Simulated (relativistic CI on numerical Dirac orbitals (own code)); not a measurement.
**Forbidden transitions in Lu29+**

Calculated at this level of theory: Dirac-Coulomb-Breit CI, KLI orbitals optimised for each configuration, model QED, unscaled Slater integrals (own radial code, finite nucleus).

CI space (outside the closed core [Ar] 3d10): 4s²4p⁶4d⁶, 4s²4p⁵4d⁷, 4s²4p⁶4d⁵4f, 4s4p⁶4d⁷, 4s²4p⁵4d⁶4f, 4s4p⁶4d⁶4f, 4s²4p⁶4d⁵5s, 4s²4p⁶4d⁴4f5s, 4s²4p⁶4d⁵5p, 4s²4p⁶4d⁵5d, 4s²4p⁵4d⁶5s, 4s²4p⁶4d⁵5f, 4s²4p⁶4d⁴5s5p, 4s²4p⁶4d⁵6s, 4s4p⁶4d⁶5s, 4p⁶4d⁷5p, 4p⁶4d⁸, 4p⁵4d⁹, 4p⁵4d⁸4f, 4s²4p⁶4d⁴5s², 4s²4p⁶4d³4f5s², 4s²4p⁵4d⁴4f5s², 4s4p⁶4d⁴4f5s². Double excitations out of closed p, d and f shells are left out; levels of such configurations are missing from the list, as are those of other unlisted configurations, and high levels can miss mixing partners. These lack a partner that the ground configuration has and come out too high: 4s²4p⁵4d⁶5s.

```csv
λ vac (nm),Lower,Upper,Type,A (s⁻¹),gf,Branching (%)
43.679,4s²4p⁶4d⁶ ⁵D3 [4],4s²4p⁶4d⁶ ³F4 [27],M1,3.36e+03,8.66e-07,9.9
45.181,4s²4p⁶4d⁶ ⁵D3 [4],4s²4p⁶4d⁶ ³F2 [26],M1,4.85e+03,7.41e-07,10.6
46.039,4s²4p⁶4d⁶ ⁵D4 [5],4s²4p⁶4d⁶ ³F4 [27],M1,6.15e+03,1.76e-06,18.1
46.252,4s²4p⁶4d⁶ ⁵D4 [1],4s²4p⁶4d⁶ ³F4 [18],M1,1.96e+03,5.65e-07,4.4
51.259,4s²4p⁶4d⁶ ³P1 [13],4s²4p⁶4d⁶ ¹D2 [30],M1,8.45e+03,1.66e-06,25.7
51.373,4s²4p⁶4d⁶ ⁵D4 [1],4s²4p⁶4d⁶ ³F3 [15],M1,5.45e+03,1.51e-06,52.7
54.262,4s²4p⁶4d⁶ ⁵D3 [4],4s²4p⁶4d⁶ ¹D2 [25],M1,6.30e+03,1.39e-06,22.0
58.411,4s²4p⁶4d⁶ ³P2 [2],4s²4p⁶4d⁶ ³F3 [15],M1,4.21e+03,1.51e-06,40.7
62.031,4s²4p⁶4d⁶ ⁵D1 [6],4s²4p⁶4d⁶ ³P1 [23],M1,1.26e+04,2.18e-06,41.0
65.072,4s²4p⁶4d⁶ ³F4 [18],4s²4p⁶4d⁶ ¹G4 [29],M1,3.87e+04,2.21e-05,50.7
65.800,4s²4p⁶4d⁶ ⁵D2 [11],4s²4p⁶4d⁶ ³P1 [28],M1,2.77e+04,5.40e-06,24.9
67.130,4s²4p⁶4d⁶ ⁵D4 [5],4s²4p⁶4d⁶ ³G3 [22],M1,4.24e+03,2.01e-06,16.5
67.677,4s²4p⁶4d⁶ ³G5 [8],4s²4p⁶4d⁶ ¹G4 [24],M1,1.60e+04,9.86e-06,67.9
69.295,4s²4p⁶4d⁶ ⁵D3 [4],4s²4p⁶4d⁶ ³D3 [20],M1,1.78e+04,8.98e-06,46.0
69.782,4s²4p⁶4d⁶ ⁵D4 [1],4s²4p⁶4d⁶ ³G3 [10],M1,9.63e+03,4.92e-06,74.8
70.002,4s²4p⁶4d⁶ ³H5 [19],4s²4p⁶4d⁶ ¹G4 [29],M1,2.36e+04,1.56e-05,30.9
75.427,4s²4p⁶4d⁶ ⁵D4 [5],4s²4p⁶4d⁶ ³D3 [20],M1,1.41e+04,8.39e-06,36.3
75.507,4s²4p⁶4d⁶ ³G4 [14],4s²4p⁶4d⁶ ³F4 [27],M1,8.79e+03,6.76e-06,25.8
76.792,4s²4p⁶4d⁶ ⁵D2 [11],4s²4p⁶4d⁶ ³F2 [26],M1,1.32e+04,5.84e-06,28.8
77.184,4s²4p⁶4d⁶ ³F2 [9],4s²4p⁶4d⁶ ¹D2 [25],M1,1.21e+04,5.42e-06,42.3
78.397,4s²4p⁶4d⁶ ³P2 [16],4s²4p⁶4d⁶ ³P1 [28],M1,6.05e+04,1.67e-05,54.3
80.405,4s²4p⁶4d⁶ ³G3 [22],4s²4p⁶4d⁶ ¹G4 [29],M1,1.17e+04,1.02e-05,15.4
80.703,4s²4p⁶4d⁶ ³G3 [10],4s²4p⁶4d⁶ ¹G4 [24],M1,4.58e+03,4.02e-06,19.5
83.572,4s²4p⁶4d⁶ ⁵D4 [5],4s²4p⁶4d⁶ ³F4 [18],M1,3.36e+04,3.16e-05,75.6
83.715,4s²4p⁶4d⁶ ⁵D4 [1],4s²4p⁶4d⁶ ³G5 [8],M1,4.00e+03,4.62e-06,97.1
83.737,4s²4p⁶4d⁶ ³H6 [7],4s²4p⁶4d⁶ ¹I6 [21],M1,1.10e+04,1.50e-05,69.9
83.826,4s²4p⁶4d⁶ ³G5 [8],4s²4p⁶4d⁶ ¹I6 [21],M1,4.72e+03,6.46e-06,30.0
83.962,4s²4p⁶4d⁶ ³F3 [15],4s²4p⁶4d⁶ ³F4 [27],M1,1.12e+04,1.06e-05,32.9
85.609,4s²4p⁶4d⁶ ⁵D0 [17],4s²4p⁶4d⁶ ³P1 [28],M1,1.76e+04,5.79e-06,15.8
86.139,4s²4p⁶4d⁶ ³P2 [2],4s²4p⁶4d⁶ ³F2 [9],M1,1.41e+04,7.84e-06,97.2
86.556,4s²4p⁶4d⁶ ⁵D3 [4],4s²4p⁶4d⁶ ³P2 [16],M1,2.81e+04,1.58e-05,71.9
89.691,4s²4p⁶4d⁶ ³F3 [15],4s²4p⁶4d⁶ ³F2 [26],M1,1.19e+04,7.20e-06,26.0
90.106,4s²4p⁶4d⁶ ³P0 [3],4s²4p⁶4d⁶ ³P1 [13],M1,7.85e+03,2.87e-06,68.5
90.121,4s²4p⁶4d⁶ ⁵D1 [6],4s²4p⁶4d⁶ ⁵D0 [17],M1,5.61e+04,6.84e-06,99.7
92.849,4s²4p⁶4d⁶ ³H6 [7],4s²4p⁶4d⁶ ³H5 [19],M1,1.34e+04,1.91e-05,59.7
92.958,4s²4p⁶4d⁶ ³G5 [8],4s²4p⁶4d⁶ ³H5 [19],M1,6.81e+03,9.71e-06,30.3
94.371,4s²4p⁶4d⁶ ³F2 [9],4s²4p⁶4d⁶ ³G3 [22],M1,6.67e+03,6.24e-06,25.9
97.839,4s²4p⁶4d⁶ ³G3 [10],4s²4p⁶4d⁶ ³G3 [22],M1,1.09e+04,1.09e-05,42.1
99.785,4s²4p⁶4d⁶ ⁵D1 [6],4s²4p⁶4d⁶ ³P2 [16],M1,7.57e+03,5.65e-06,19.3
103.36,4s²4p⁶4d⁶ ³G5 [8],4s²4p⁶4d⁶ ³F4 [18],M1,7.17e+03,1.03e-05,16.1
103.57,4s²4p⁶4d⁶ ⁵D4 [1],4s²4p⁶4d⁶ ⁵D4 [5],M1,1.87e+04,2.71e-05,100.0
109.75,4s²4p⁶4d⁶ ⁵D3 [4],4s²4p⁶4d⁶ ⁵D2 [11],M1,1.32e+04,1.19e-05,74.2
117.90,4s²4p⁶4d⁶ ⁵D4 [1],4s²4p⁶4d⁶ ⁵D3 [4],M1,1.42e+04,2.06e-05,82.6
130.42,4s²4p⁶4d⁶ ³P2 [2],4s²4p⁶4d⁶ ⁵D1 [6],M1,1.65e+04,1.27e-05,96.9
162.97,4s²4p⁶4d⁶ ³P2 [2],4s²4p⁶4d⁶ ⁵D3 [4],M1,2.98e+03,8.30e-06,17.4
```

Terms are leading LS components. Brackets give the number of a level in order of energy, since labels repeat. The list gives strong lines, with weight on those to low levels, among the lowest 400 of 9517 levels, so that lines to higher ones, which can be the strongest, are missing. Levels whose partners in the same complex of configurations lie outside the list can be far off, and so can their lines. Rates are taken at the computed energies, electric ones in the length gauge.

At this charge energies of transitions that change n are usually good to better than 1 %, and those within a shell (Δn = 0) to a few per cent. Terms inside the open d or f shell come out 10 to 20 % too wide with unscaled integrals.

LS names give the leading component of a level, which can be under half, so a name can repeat, a term be missing and a line seem to break the LS rules.
